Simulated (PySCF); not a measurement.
Species: Br₂ClGa.
Structure used (PBE0-D3(BJ)/def2-SVP), in Å, numbered top down from 1:
```xyz
4
Br2ClGa angstrom
Cl    -1.2381   -1.7256   -0.3310
Ga    -0.0103   -0.0201   -0.0100
Br     1.2049    0.8121   -1.7258
Br     0.0593    0.9099    2.0485
```

Method used: PySCF 2.14.0, PBE0-D3(BJ)/def2-SVP geometry optimisation, gas phase.

Take the most abundant isotopes and a rigid rotor. 

Q: What are A, B and C (cm⁻¹)?

A: Ia = 312.22, Ib = 614.27, Ic = 926.49 u·Å²; 505379 MHz·u·Å²/I gives 1619, 822.7 and 545.5 MHz, that is A = 0.05399, B = 0.02744, C = 0.01820 cm⁻¹.

Q: What kind of rotor is it?

A: An asymmetric top; Ray's κ = -0.483.

Q: Is it planar, by Δ = Ic − Ia − Ib?

A: Planar: Δ = Ic − Ia − Ib = 0.00 u·Å². For a rigid frame Δ = −2 Σ m c², so it vanishes when all atoms lie in the ab plane; here none is more than 0.01 Å from it.

Q: Which lines would a microwave search look for?

A: The dipole components are |μa| = 0.00 D, |μb| = 0.37 D, |μc| = 0.00 D; the symmetry axis of this C2v structure is b, so μa and μc vanish by symmetry and there are no a-type or c-type lines. Some of the stronger lines:

```json
{"type": "b", "branch": "Q", "J(Ka,Kc)": "1(1,0) ← 1(0,1)", "MHz": "1073", "lower level (cm⁻¹)": "0.046"}
{"type": "b", "branch": "Q", "J(Ka,Kc)": "2(1,1) ← 2(0,2)", "MHz": "1411", "lower level (cm⁻¹)": "0.135"}
{"type": "b", "branch": "R", "J(Ka,Kc)": "2(0,2) ← 1(1,1)", "MHz": "1880", "lower level (cm⁻¹)": "0.072"}
{"type": "b", "branch": "R", "J(Ka,Kc)": "1(1,1) ← 0(0,0)", "MHz": "2164", "lower level (cm⁻¹)": "0.000"}
{"type": "b", "branch": "Q", "J(Ka,Kc)": "2(2,0) ← 2(1,1)", "MHz": "2448", "lower level (cm⁻¹)": "0.182"}
{"type": "b", "branch": "Q", "J(Ka,Kc)": "2(2,1) ← 2(1,2)", "MHz": "3220", "lower level (cm⁻¹)": "0.154"}
{"type": "b", "branch": "R", "J(Ka,Kc)": "2(1,2) ← 1(0,1)", "MHz": "3255", "lower level (cm⁻¹)": "0.046"}
{"type": "b", "branch": "R", "J(Ka,Kc)": "2(2,1) ← 1(1,0)", "MHz": "5401", "lower level (cm⁻¹)": "0.081"}
{"type": "b", "branch": "R", "J(Ka,Kc)": "2(2,0) ← 1(1,1)", "MHz": "5739", "lower level (cm⁻¹)": "0.072"}
```

Q: Estimate the classical rotational partition function at 10 K, 100 K and 298.15 K.

A: Point group C2v, symmetry number σ = 2; q = (√π/σ)·√((kT/h)³/(ABC)), k/h = 20836.6 MHz/K: 3130 at 10 K, 98900 at 100 K, 509000 at 298.15 K.

No frequency check. Zero-point vibration and centrifugal distortion are left out. Quadrupole hyperfine structure (35Cl, 69Ga, 79Br) is left out.
